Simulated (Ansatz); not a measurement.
Al₄B₂ was relaxed with B3LYP-D4 (def2-SVP, def2-SVPD) in Ansatz in these states: charge -1 doublet, neutral quintet, neutral singlet, neutral triplet. The geometries follow in no particular order.

A:

Cartesian coordinates in Å:
```
B 0.375 -0.397 -0.874
B 0.801 0.513 0.400
Al -0.925 -0.902 0.951
Al 0.441 0.966 2.357
Al 0.186 1.662 -1.248
Al -0.878 -1.842 -1.587
```

B:

```
atom   x (Å)   y (Å)   z (Å)
  B1   0.097   0.066   0.035
  B2  -1.032   0.160  -1.136
 Al3   0.385  -1.304   1.734
 Al4  -1.827  -1.117   0.235
 Al5   0.501   1.287  -1.816
 Al6   1.875   0.909   0.948
```

C:

```xyz
6

B    -0.157   -0.350   -0.122
B     0.171    1.132    0.192
Al    1.383   -1.708    0.285
Al    2.092    0.850    0.879
Al   -1.784    1.728   -0.409
Al   -1.705   -1.652   -0.824
```

D:

```xyz
6

B     0.1477    0.0392   -0.0116
B    -1.3901   -0.3794    0.1087
Al    1.6336    0.7605    1.3848
Al   -0.8166   -0.3003    2.0852
Al   -1.1476   -0.2357   -1.9316
Al    1.5731    0.1157   -1.6356
```

Problem. Judge from the bond lengths which geometry belongs to which state (an estimate).

Solution. A is the neutral quintet (B1–Al3 2.297 Å, B1–Al6 2.042 Å, B2–Al5 2.101 Å); B is the neutral triplet (B1–Al3 2.201 Å, B1–Al6 2.170 Å, B2–Al5 2.021 Å); C is the neutral singlet (B1–Al3 2.093 Å, B1–Al6 2.141 Å, B2–Al5 2.130 Å); D is the charge -1 doublet (B1–Al3 2.163 Å, B1–Al6 2.162 Å, B2–Al5 2.060 Å).

At PBE0-D4/def2-TZVP a singlet lies 0.73 eV below the neutral quintet. At PBE0-D4/def2-TZVP a singlet lies 0.21 eV below the neutral triplet. These are the stationary points nearest to one start from a short search; other shapes may lie lower in each state.
